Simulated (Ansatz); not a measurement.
Program: Ansatz. Geometries: PBE0-D4/def2-TZVP. ΔE: electronic, gas phase. CBS: MP2 limit from def2 TZ/QZ plus the TZ coupled-cluster correction, frozen cores. Functionals use def2-TZVPP. B3LYP here is the variant with VWN-RPA as its local correlation; programs differ in this. For Ge outer-core shells are correlated without core-valence functions, which leaves a few kJ/mol of doubt a bond. Scalar relativity is left out up to krypton. One conformer a species, not always the lowest.

Consider the cleavage of the Ge–Si bond: `[F][GeH2][SiH2]S` + CH₃NH₂ → `C[NH][GeH2][F]` + `[SiH3]S`.

Question: Is it downhill or uphill in electronic energy at CCSD(T)/CBS, and by how much? (Best estimate.)

Answer: Ansatz gave: Downhill: ΔE = -4.1 kcal/mol.

Question: What do these levels give: PBE0-D4, ωB97M-V, B3LYP, CCSD(T)/def2-TZVPP, HF/def2-QZVPP, CCSD/CBS(def2)? (An estimate is asked.)

Answer: The calculation gave: PBE0-D4 -0.9, ωB97M-V -3.8, B3LYP -2.8, CCSD(T)/def2-TZVPP -4.8, HF/def2-QZVPP -6.6, CCSD/CBS(def2) -4.2 kcal/mol.

Largest T1 diagnostic among the species: 0.012.

From PBE to PBE0 (25 % exact exchange), in def2-TZVPP and without D4, ΔE moves by −1.0 kcal/mol.
